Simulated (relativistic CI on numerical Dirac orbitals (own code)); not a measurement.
# Os2+ (5d6) in a crystal field

Calculated by Dirac-Coulomb-Breit CI, orbitals from a KLI potential per configuration, a model potential for QED, valence Slater integrals scaled by 0.8, one configuration in a parametric crystal field (own radial code).

Field parameters in Wybourne normalisation: D4h B²₀ = −7Ds, B⁴₀ = 21(Dq − Dt), B⁴₄ = 21√(5/14) Dq. The field is a parameter set, without covalency.

S is read from ⟨S²⟩ = S(S + 1).

Levels (cm⁻¹, degeneracy): 0 (1), 20238 (1), 21302 (2), 21651 (1), 25355 (1), 25455 (1), 25686 (2), 26029 (1), 27399 (2), 27463 (1), 30285 (2), 30761 (1).

**Question.** Which field gives this pattern?
A. D4h, 10Dq = 34700, Ds = -1500, Dt = 360 cm⁻¹
B. D4h, 10Dq = 34700, Ds = 2180, Dt = 360 cm⁻¹
C. D4h, 10Dq = 34700, Ds = 3000, Dt = 360 cm⁻¹
D. D4h, 10Dq = 34700, Ds = 1770, Dt = 360 cm⁻¹

**Answer.** D. D4h, 10Dq = 34700, Ds = 1770, Dt = 360 cm⁻¹, ground level with S = 0.12.
